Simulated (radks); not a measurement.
Valence configurations of Nd (all share [Xe]). Method: Dirac Kohn-Sham, LDA (Slater exchange, Perdew-Wang correlation), spin-unpolarised, spherical densities, point nucleus; open shells fill j = l - 1/2 first; computed with a radial shooting solver on a logarithmic mesh with Libxc functionals. Energies are relative to 4f4 6s2; eigenvalues in eV.

valence,E (eV),e(4f5/2),e(5d3/2),e(6p1/2),e(6s1/2)
4f4 6s2,0.000,-2.029,-,-,-3.629
4f3.5 6s2 6p0.5,1.119,-5.878,-,-1.902,-4.415
4f4 6s1.5 6p0.5,1.124,-2.575,-,-1.674,-3.949
4f4 5d1 6s1,1.639,-0.880,-1.449,-,-3.217
4f4 6s1 6p1,2.276,-3.098,-,-1.908,-4.243
4f5 6s1,3.128,-0.172,-,-,-4.000
4f4 5d2,3.487,-0.256,-1.100,-,-
4f3 6s2 6p1,4.071,-10.268,-,-2.360,-5.176
4f4 6p2,4.671,-4.084,-,-2.313,-
4f6,7.230,-0.337,-,-,-

NIST lists [Xe] 4f4 6s2 as the ground configuration; this level of theory agrees among the configurations tried. The energies are those of spherical spin-averaged densities, not of single terms.
